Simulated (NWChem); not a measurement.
Isomers of C₂H₅F₃Si, each optimised at PBE0/def2-SVP with NWChem, gas phase unless a solvent is named. Flexible species stand in one conformer each, which need not be the lowest.  Relative energies count from the lowest isomer at each level and are electronic, without zero-point energy, on those geometries. Shieldings are non-relativistic GIAO values without spin-orbit effects.

A: CC(F)(F)[SiH2]F
B: C[C@@H](F)[SiH](F)F
C: C[Si@@H](F)C(F)F
D: F[SiH2]CC(F)F

```json
[
 {"quantity": "relative energy, PBE0/def2-SVP (kcal/mol)", "A": "37.9", "B": "0.0", "C": "[?]", "D": "31.5"},
 {"quantity": "relative energy, PBE/def2-TZVP (kcal/mol)", "A": "43.4", "B": "0.0", "C": "38.0", "D": "38.0"},
 {"quantity": "relative energy, r2SCAN/def2-TZVP (kcal/mol)", "A": "46.2", "B": "0.0", "C": "[?]", "D": "40.1"},
 {"quantity": "29Si shift against tetramethylsilane, PBE0/pcSseg-1 (ppm)", "A": "-6.7", "B": "-14.2", "C": "[?]", "D": "3.8"}
]
```

Some entries are withheld; supply them.


- relative energy, PBE0/def2-SVP (kcal/mol), C: 34.6
- relative energy, r2SCAN/def2-TZVP (kcal/mol), C: 40.4
- 29Si shift against tetramethylsilane, PBE0/pcSseg-1 (ppm), C: 11.4
